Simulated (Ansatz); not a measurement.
Start from `C[O][Al]([F])[SH]` and change one atom or group to get `[NH2][Al]([F])[SH]`.

Ansatz, PBE0-D4/def2-TZVP geometries, multiplicity 1. Each molecule was computed in one conformer, which needn't be the lowest.

```
                                          property  `C[O][Al]([F])[SH]`
size of the dipole moment (ωB97M-V/def2-TZVPP) / D                 1.01
                 HOMO energy (PBE/def2-TZVPP) / eV                -6.59
               LUMO energy (B3LYP/def2-TZVPP) / eV                -0.93
           HOMO–LUMO gap (ωB97M-V/def2-TZVPP) / eV                11.05
             HOMO–LUMO gap (B3LYP/def2-TZVPP) / eV                 6.66
    size of the dipole moment (PBE/def2-TZVPP) / D                 0.91
```

(1) Give the same properties after the change, and the shifts. (Estimate.)

## Answers

(1) Ansatz gave: 
```tsv
property	`[NH2][Al]([F])[SH]`	shift
size of the dipole moment (ωB97M-V/def2-TZVPP) / D	1.54	0.53
HOMO energy (PBE/def2-TZVPP) / eV	-6.24	0.35
LUMO energy (B3LYP/def2-TZVPP) / eV	-0.71	0.22
HOMO–LUMO gap (ωB97M-V/def2-TZVPP) / eV	10.98	-0.07
HOMO–LUMO gap (B3LYP/def2-TZVPP) / eV	6.61	-0.05
size of the dipole moment (PBE/def2-TZVPP) / D	1.54	0.63
```

With PBE0 the HOMO rises by 0.29 eV and the LUMO rises by 0.23 eV, so the gap narrows by about 0.06 eV. PBE moves the HOMO by 0.35 eV and ωB97M-V by 0.24 eV. Dipoles are sizes alone; their direction can turn.

B3LYP here is the variant with VWN-RPA as its local correlation; programs differ in this.
